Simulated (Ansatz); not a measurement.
C2H5FOSe can be A, `COC(F)[SeH]`, or B, `CC(O)(F)[SeH]`.

Isolated molecules relaxed with PBE0-D4/def2-TZVP in Ansatz; ΔE leaves out vibrations. CCSD(T)/CBS adds triple-zeta CCSD(T) − MP2 to the extrapolated MP2 energy (def2 sets, frozen cores). Functionals use def2-TZVPP. B3LYP here is the variant with VWN-RPA as its local correlation; programs differ in this. For Se outer-core shells are correlated without core-valence functions, which leaves a few kJ/mol of doubt a bond. Scalar relativity is left out up to krypton. Each species was taken in one conformer, which may not be the lowest.

Problem. Which isomer does CCSD(T)/CBS put lower? Give the gap. (Estimate.)

Solution. The calculation gave: B, by 77.6 kJ/mol.

Problem. Give E(B) − E(A) in kJ/mol with CCSD(T)/def2-TZVPP, MP2/def2-TZVPP, B3LYP-D4, ωB97M-V, CCSD/def2-TZVPP, r2SCAN-D4, PBE-D4. (Estimate.)

Solution. Ansatz gave: CCSD(T)/def2-TZVPP -73.8, MP2/def2-TZVPP -79.4, B3LYP-D4 -69.4, ωB97M-V -75.4, CCSD/def2-TZVPP -72.3, r2SCAN-D4 -77.9, PBE-D4 -74.2. None reverses the order clearly.

Largest T1 diagnostic: 0.011.

The D4 term adds −3.0 kJ/mol with B3LYP and −1.4 kJ/mol with PBE0; it sums over pairs of atoms, weighted by their polarisabilities, and B3LYP, whose exchange is more repulsive, gets the larger term. In def2-TZVPP, CCSD(T) changes the Hartree–Fock value by −11.9 kJ/mol (the triples alone add −1.5 kJ/mol) and MP2 by −17.5 kJ/mol.
